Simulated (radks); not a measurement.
Cu4+, 25 electrons, occupied as [Ar] 3d7. All-electron calculation, non-relativistic Kohn-Sham, PBE, spin-polarised, spherical densities, point nucleus; open shells are filled with parallel spins first. Program: a radial shooting solver on a logarithmic mesh with Libxc functionals.

Local quantities along the radius. ELF = 1/(1 + alpha^2) is the electron localisation function; alpha = (tau - tau_W)/tau_unif compares the Pauli kinetic energy density with that of the uniform gas (summed over spins).

r (bohr)	ELF	alpha
0.002562	1.000	0.01627
0.003309	1.000	0.01725
0.004309	1.000	0.01865
0.005566	1.000	0.02058
0.00719	0.999	0.02338
0.009362	0.999	0.02774
0.01209	0.999	0.03442
0.01575	0.998	0.04597
0.02034	0.996	0.06611
0.02649	0.989	0.1071
0.03421	0.964	0.1932
0.04455	0.861	0.4026
0.05755	0.577	0.8571
0.07434	0.314	1.477
0.0968	0.330	1.425
0.125	0.584	0.8442
0.1628	0.785	0.5232
0.2103	0.788	0.5185
0.2739	0.489	1.022
0.3538	0.203	1.980
0.4606	0.431	1.149
0.595	0.740	0.5930
0.7686	0.779	0.5329
1.001	0.643	0.7451
1.293	0.331	1.422
1.684	0.075	3.507
2.175	0.010	10.10
2.832	0.001	40.91
3.658	0.000	266.4

On this mesh the ELF has minima near r = 0.085, 0.35 bohr, which separate the shells, and maxima near 0.19 (0.81), 0.68 (0.78).
